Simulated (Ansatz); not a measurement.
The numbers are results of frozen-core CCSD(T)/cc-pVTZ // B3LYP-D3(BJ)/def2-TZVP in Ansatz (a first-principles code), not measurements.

Ansatz 0.2 input:
```yaml
crystal:
  periodic: [false, false, false]
  atoms:
    - { symbol: F, position_ang: [0.221079, 1.876939, -1.585253] }
    - { symbol: Ga, position_ang: [0.061767, 0.538237, -0.416777] }
    - { symbol: Si, position_ang: [2.173819, -0.599066, -0.039531] }
    - { symbol: Si, position_ang: [-2.215746, 0.250549, 0.376594] }
    - { symbol: H, position_ang: [3.325403, 0.310471, -0.242221] }
    - { symbol: H, position_ang: [2.283643, -1.73609, -0.988651] }
    - { symbol: H, position_ang: [2.222814, -1.145731, 1.339224] }
    - { symbol: H, position_ang: [-2.797582, -0.959731, -0.257725] }
    - { symbol: H, position_ang: [-2.210903, 0.036546, 1.845459] }
    - { symbol: H, position_ang: [-3.066168, 1.420081, 0.05769] }
basis:
  gaussian: { orbitals: cc-pVTZ }
correlation:
  method: ccsd_t
```

Output:

```
Functional definition: HF
1335 factors; integrals over basis functions are off by at most 1.0e-3 eV
mean field evaluation 1: about -70860.1606 eV, gradient 3.5e1 eV
mean field evaluation 2: about -70860.2992 eV, gradient 3.5e1 eV
mean field evaluation 4: about -70863.5444 eV, gradient 3.3e0 eV
mean field evaluation 8: about -70863.6273 eV, gradient 1.2e-1 eV
mean field evaluation 16: about -70862.3374 eV, gradient 2.7e1 eV
mean field -70863.62742364 eV, -2604.1902747271 hartree, gradient 2.8e-6 eV, S^2 0.000000; 0 other end points of the search recorded, 0 dependent functions left out
20 core orbitals not correlated
reference -70863.62742364 eV, -2604.1902747271 hartree; 17, 17 occupied and 188, 188 virtual orbitals, 1335 factors
second order -18.02697465 eV of doubles, -0.00000000 eV of singles
cycle   1  -18.65786016 eV  change   -6.3e-1 eV  update   1.2e-1
cycle   2  -19.27187784 eV  change   -6.1e-1 eV  update   4.0e-2
cycle   3  -19.42190653 eV  change   -1.5e-1 eV  update   2.3e-2
cycle   4  -19.41237670 eV  change    9.5e-3 eV  update   5.7e-3
cycle   5  -19.40836436 eV  change    4.0e-3 eV  update   2.8e-3
cycle   6  -19.40911236 eV  change   -7.5e-4 eV  update   7.8e-4
cycle   7  -19.40873536 eV  change    3.8e-4 eV  update   3.3e-4
cycle   8  -19.40858604 eV  change    1.5e-4 eV  update   1.1e-4
cycle   9  -19.40866812 eV  change   -8.2e-5 eV  update   4.8e-5
cycle  10  -19.40869463 eV  change   -2.7e-5 eV  update   1.8e-5
perturbative correction -0.71469088 eV, -0.0262644052 hartree
Total energy: -70883.75080915 eV, -2604.9297955042 hartree
```

Cost: roughly 5 core-minutes.
